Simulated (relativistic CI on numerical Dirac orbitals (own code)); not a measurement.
**How well does a small relativistic CI reproduce Si V?**

Calculated at this level of theory: Dirac-Coulomb-Breit CI, separate exchange-only KLI orbitals for each configuration, model QED (radiative potential, 1s self-energy scaled to tabulated hydrogen-like ionisation energies), valence Slater integrals scaled by 0.85, P86 correlation energy added to each configuration (own radial code, finite nucleus).

CI space (outside the closed core 1s2): 2s2.2p6, 2s2.2p5.3s, 2s2.2p5.3p, 2s2.2p5.3d, 2s2.2p5.4s, 2s2.2p5.4p, 2s2.2p5.4d, 2s2.2p5.4f, 2s.2p6.3s, 2s2.2p5.5s, 2s2.2p5.5p, 2s2.2p5.5d, 2s2.2p5.5f, 2s2.2p5.5g, 2s2.2p4.3s2, 2s.2p6.3p, 2s2.2p4.3s.3p, 2s.2p6.3d, 2s2.2p4.3p2, 2s2.2p4.3s.3d, 2s2.2p4.3p.3d, 2s.2p6.4s, 2s.2p6.4p, 2s.2p6.4d, 2s.2p6.4f. Levels of other configurations are missing.

```csv
Configuration,Term (tabulated),J,Measured (cm⁻¹),Computed,Error,Purity (%)
2s2.2p6,1S,0,0.0,0,0,100
2s2.2p5.3s,3P°,2,838017.4,837132,-885,100
2s2.2p5.3s,3P°,1,840590.0,839614,-976,88
2s2.2p5.3s,3P°,0,843070.6,842148,-923,100
2s2.2p5.3s,1P°,1,848511.2,846956,-1555,88
2s2.2p5.3p,3S,1,906252.3,907794,1542,98
2s2.2p5.3p,3D,3,917928.5,917571,-357,100
2s2.2p5.3p,3D,2,918959.4,918483,-476,83
2s2.2p5.3p,3D,1,920863.9,920370,-494,81
2s2.2p5.3p,3P,1,928405.4,927154,-1251,66
2s2.2p5.3p,1S,0,962950.0,962784,-166,96
2s2.2p5.3d,3P°,0,1017629.0,1017127,-502,100
2s2.2p5.3d,3P°,1,1018235.5,1017716,-520,98
2s2.2p5.3d,3P°,2,1019537.4,1018969,-568,93
2s2.2p5.3d,3F°,4,1021384.0,1020607,-777,100
2s2.2p5.3d,3F°,3,1022351.0,1021580,-771,77
2s2.2p5.3d,3F°,2,1024240.0,1023335,-905,75
2s2.2p5.3d,1F°,3,1025526.0,1024548,-978,55
2s2.2p5.3d,3D°,1,1029407.0,1028009,-1398,92
2s2.2p5.3d,3D°,3,1029875.0,1028616,-1259,62
2s2.2p5.3d,3D°,2,1030414.0,1029044,-1370,60
2s2.2p5.3d,1P°,1,1036915.0,1036440,-475,92
2s2.2p5.4d,2[1/2]°,0,1163210.0,1161037,-2173,100
2s2.2p5.4d,2[3/2]°,2,1164459.0,1162288,-2171,80
2s2.2p5.4d,2[7/2]°,4,1164645.0,1162451,-2194,100
2s2.2p5.4d,2[5/2]°,2,1166166.0,1164027,-2139,44
2s2.2p5.4d,2[5/2]°,2,1170425.0,1168250,-2175,56
2s2.2p5.4d,2[3/2]°,2,1170743.0,1168561,-2182,48
2s2.2p5.4f,2[3/2],1,1172483.0,1172112,-371,100
```

Measured levels from NIST levels in Kelleher and Podobedova, J. Phys. Chem. Ref. Data 37, 1285 (2008); Martin and Zalubas, J. Phys. Chem. Ref. Data 12, 323 (1983); pairs were made by configuration, J and term (by order where the table uses no LS term), so strongly mixed levels may be paired wrongly.

Mean error by configuration (cm⁻¹): 2s2.2p5.3s -1085; 2s2.2p5.3p -201; 2s2.2p5.3d -866; 2s2.2p5.4d -2172; 2s2.2p5.4f -371. Over the excited levels the mean absolute error is 1127 cm⁻¹ (28 of the 41 excited levels that our extract of the source holds in range could be paired, and the others can miss by more), and the median relative error of those above 1,000 cm⁻¹ is 0.11 %.
